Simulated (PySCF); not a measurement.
A run for PySCF: R-B3LYP/6-31G* on CHBrO (a complex), monomers drawn apart or pushed together.

```python
from pyscf import gto, scf, dft, mp
from pyscf.data.elements import chemcore

mol = gto.M(
    atom='''
    C     0.04178921    0.29991577    0.66764628
    O     0.04410533    0.49336441   -0.43862246
    Br    0.03478002   -0.31318779    4.17932578
    H     0.03771456   -0.06720678    2.77128167
    ''',
    basis='6-31g*',
    cart=True,
    charge=0, spin=0, verbose=3, max_memory=1800)
mf = dft.RKS(mol, xc='b3lyp')
mf.conv_tol = 1e-8
mf.max_cycle = 100
mf.kernel()
if not mf.converged:
    mf = mf.newton().run(mf.mo_coeff, mf.mo_occ)
```

Output:

```
converged SCF energy = -2687.7939261152
```

The run converged.

Cost: very roughly 2.2 core-seconds.
